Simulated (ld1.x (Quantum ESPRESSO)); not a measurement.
**What one change does to a pseudopotential (platinum, TM)**

```json
{
  "Element": "Pt (Z = 78)",
  "Generator": "ld1.x (Quantum ESPRESSO) 7.5",
  "Type": "norm-conserving Troullier–Martins (Kleinman–Bylander form)",
  "Functional": "PBE",
  "Relativity": "scalar-relativistic",
  "Frozen core": "[Xe] 4f14",
  "Valence charge": "10",
  "Reference configuration": "5d9 6s1 6p0",
  "Partial waves": "6s (bound): rc 2.60 bohr; 5d (bound): rc 1.55 bohr; 6p (bound, empty): rc 2.55 bohr",
  "Local potential": "the p channel",
  "Core correction": "Bessel-smoothed model core inside 1.15 bohr"
}
```

All-electron outer shells of the reference configuration (PBE, scalar-relativistic, ld1.x):

```tsv
shell	level (eV)	outermost node (bohr)	outermost maximum (bohr)
4f	-70.08	–	0.38
5p	-56.02	0.53	0.98
5d	-6.14	0.57	1.26
6s	-5.66	1.14	2.38
6p	-0.84	1.36	3.69
```

Change: local potential the s channel.

Cutoffs: the cutoffs (Ry, on a coarse ladder) from which the occupation-weighted sum of valence levels, in a spherical-Bessel basis at the reference potential, stays within 10 and 1 mRy of its value at 400 Ry; they do not see the model core or the augmentation charge, which bear on the density cutoff. Errors are all-electron minus pseudo energies relative to the spin-unpolarised reference configuration.

Problem. How do hardness, ghosts and transferability respond?

Solution. The potential gets neither clearly harder nor softer (40 Ry and 70 Ry → 40 Ry and 70 Ry); the number of tests with a reliable result goes from 7 to 6; of the 6 tests that both files solve, the error grows in 0 and shrinks in 5 by more than 15 % and 0.3 meV (median size 78.5 → 55.9 meV); the range in which the s phases agree widens (upper end 1.0 → 2.3); neither file shows a bound ghost.

| quantity | base | changed |
| --- | --- | --- |
| cutoff, loose | 40 Ry | 40 Ry |
| cutoff, tight | 70 Ry | 70 Ry |
| bound ghosts | none | none |
| tests with a reliable result | 7 of 7 | 6 of 7 |
| error for 5d8 6s0 6p0, meV [ΔE 29.16 eV] | -157 | -78 |
| error for 5d7 6s0 6p0, meV [ΔE 61.38 eV] | -655 | -380 |
| error for 5d9 6s0.5 6p0, meV [ΔE 3.69 eV] | -4.8 | -4.6 |
| error for 5d9.5 6s0.5 6p0, meV [ΔE -0.12 eV] | -22 | -16 |
| error for 5d8 6s1 6p0, meV [ΔE 11.17 eV] | -77 | -48 |
| error for 5d8 6s2 6p0, meV [ΔE 1.00 eV] | -80 | -64 |
| s: phases at 2.86 bohr within 0.05 rad from the reference energy up to (Ry; the scan ends near 5) | 1.0 | 2.3 |
| p: phases at 2.86 bohr within 0.05 rad from the reference energy up to (Ry; the scan ends near 5) | 2.4 | 2.8 |
| d: phases at 2.86 bohr within 0.05 rad from the reference energy up to (Ry; the scan ends near 5) | 0.7 | 1.2 |
